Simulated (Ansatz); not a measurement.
`N[SiH]([SiH3])O[SiH3]` + HCl → `N[SiH](Cl)O[SiH3]` + SiH₄  (cleavage of the Si–Si bond)

Isolated molecules relaxed with PBE0-D4/def2-TZVP in Ansatz; ΔE leaves out vibrations. CBS: MP2 limit from def2 TZ/QZ plus the TZ coupled-cluster correction, frozen cores. This one scheme is used for every species. DFT in def2-TZVPP. Each species was taken in one conformer, which may not be the lowest.

| level | ΔE (eV) |
| --- | --- |
| r2SCAN | -1.28 |
| HF/def2-QZVPP | -1.49 |

(1) What does CCSD(T)/CBS give? (Best estimate.)

Largest T1 diagnostic among the species: 0.012.

Answers

(1) Ansatz gave: -1.28 eV. The listed levels differ from it by 0.00, -0.21 eV.

The D4 term adds +0.03 eV with B3LYP and +0.02 eV with PBE0; it sums over pairs of atoms, weighted by their polarisabilities, and B3LYP, whose exchange is more repulsive, gets the larger term. In def2-TZVPP, CCSD(T) changes the Hartree–Fock value by +0.23 eV (the triples alone add +0.02 eV) and MP2 by +0.13 eV.

B3LYP here is the variant with VWN-RPA as its local correlation; programs differ in this.
